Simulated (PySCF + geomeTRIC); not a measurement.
Species: [W(OH)6] (charge 0, multiplicity 1).

Task: Give a relaxed geometry from TPSS-D3(BJ)/def2-SVP (PySCF + geomeTRIC).

Result: One answer among several that fit: the end point of this relaxation, one of several conformers.
Cartesian coordinates (Å) in one orientation:
```xyz
13

W     -0.100    -0.049     0.080
O     -1.732     0.392     0.986
H     -1.651     0.613     1.934
O     -0.063    -1.956     0.077
H     -0.361    -2.421    -0.728
O     -1.020    -0.462    -1.600
H     -1.198     0.319    -2.157
O     -0.117     1.804    -0.566
H     -0.941     2.279    -0.349
O      0.525    -0.004     1.932
H      1.465    -0.215     2.083
O      1.732     0.111    -0.451
H      2.113     1.005    -0.543
```
